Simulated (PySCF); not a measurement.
Diatomics of Se with the fourth-period p block

r²SCAN with double-zeta basis sets in PySCF, for the lowest determinant that a PBE0 search found; no spin–orbit coupling. De refers to high-spin ground-configuration atoms. A positive dipole means M(−)Se(+).

```json
{"M": "Ge", "basis": "cc-pVDZ-PP", "state (unpaired electrons)": "singlet (closed shell)", "Re (Å)": "2.150", "ωe (cm⁻¹)": "406", "De (eV)": "5.16", "μ (D)": "-1.78"}
{"M": "As", "basis": "cc-pVDZ-PP", "state (unpaired electrons)": "doublet (π ↑)", "Re (Å)": "2.157", "ωe (cm⁻¹)": "409", "De (eV)": "3.45", "μ (D)": "-0.87"}
{"M": "Br", "basis": "x2c-SVPall", "state (unpaired electrons)": "doublet (π ↑)", "Re (Å)": "2.283", "ωe (cm⁻¹)": "321", "De (eV)": "2.55", "μ (D)": "0.23"}
```

The shortest bond is that of GeSe (2.150 Å), the longest that of SeBr (2.283 Å). GeSe is bound most strongly (5.16 eV) and SeBr least (2.55 eV).

The rows differ in basis set, which adds steps of its own.

The state changes along the series, so neighbouring rows are not always alike in their bonding.

Spin–orbit coupling is left out. States were picked by a PBE0 search and need not be the measured ground states.
